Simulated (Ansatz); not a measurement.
`BC1C=N1` + `BNCC` → `BN(B)CC` + `C1=NC1`  (ligand exchange at a B–C bond)

Gas-phase electronic energies from Ansatz, PBE0-D4/def2-TZVP geometries. CBS: MP2 limit from def2 TZ/QZ plus the TZ coupled-cluster correction, frozen cores. Functionals use def2-TZVPP. B3LYP here is the variant with VWN-RPA as its local correlation; programs differ in this. HSE06 is defined as in plane-wave codes. Each species was taken in one conformer, which may not be the lowest.

Task: Is it downhill or uphill in electronic energy at CCSD(T)/CBS, and by how much? (Best estimate.)

Result: The calculation gave: Downhill: ΔE = -76.9 kJ/mol.

Task: What do these levels give: revPBE-D4, B3LYP-D4, HSE06-D4, PBE-QIDH, PBE, HSE06, CAM-B3LYP, LC-ωPBE, SCS-MP2/def2-TZVPP, CCSD/def2-TZVPP, MP2/def2-QZVPP, MP2/CBS(def2)? (An estimate is asked.)

Result: Computed: revPBE-D4 -65.6, B3LYP-D4 -72.2, HSE06-D4 -71.4, PBE-QIDH -76.9, PBE -62.0, HSE06 -69.3, CAM-B3LYP -74.1, LC-ωPBE -76.2, SCS-MP2/def2-TZVPP -79.3, CCSD/def2-TZVPP -79.5, MP2/def2-QZVPP -78.5, MP2/CBS(def2) -77.9 kJ/mol.

Largest T1 diagnostic among the species: 0.013.

From r2SCAN to r2SCAN0 (25 % exact exchange), in def2-TZVPP and without D4, ΔE moves by −5.8 kJ/mol. In def2-TZVPP, CCSD(T) changes the Hartree–Fock value by +5.3 kJ/mol (the triples alone add +1.7 kJ/mol) and MP2 by +4.3 kJ/mol. The D4 term adds −4.1 kJ/mol with B3LYP and −2.3 kJ/mol with PBE0; it sums over pairs of atoms, weighted by their polarisabilities, and B3LYP, whose exchange is more repulsive, gets the larger term.
